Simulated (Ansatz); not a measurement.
Molecule: sum formula SiN2H5Cl2, net charge 1, singlet state. It need not be the lowest isomer of its formula. 
Structure (B3LYP-D3(BJ)/def2-TZVP (Ansatz, a program for electronic structure) minimum search):
```xyz
10

Si    -0.1644    -0.2217     0.0101
Cl    -0.0577     0.7754    -1.7288
Cl     0.0259     0.8692     1.6844
N      1.5055    -1.1328    -0.0058
N     -1.3570    -1.3812     0.0712
H      1.5794    -1.7539    -0.8151
H      1.6198    -1.7086     0.8318
H     -1.8668    -1.6774    -0.7487
H     -1.8256    -1.6312     0.9302
H      2.2958    -0.4844    -0.0430
```
Charge +1, spin multiplicity 1.

Parts of the frozen-core correlation energy in 6-31G (Ansatz, hartree). Frozen orbitals: 17; correlated occupied orbitals by spin: 16 and 16; virtual: 34 and 34. Spin-orbit coupling is left out. No relativistic terms.

```csv
term,value
reference (HF),-1319.45154
MP2 opposite-spin,?
MP2 same-spin,-0.08227
CCSD correlation,?
(T),?
T1 diagnostic,0.011
largest doubles amplitude,0.033
```

Problem. Some entries are withheld; supply them.

Solution. 
- MP2 opposite-spin, value: -0.26904
- CCSD correlation, value: -0.38409
- (T), value: -0.00768
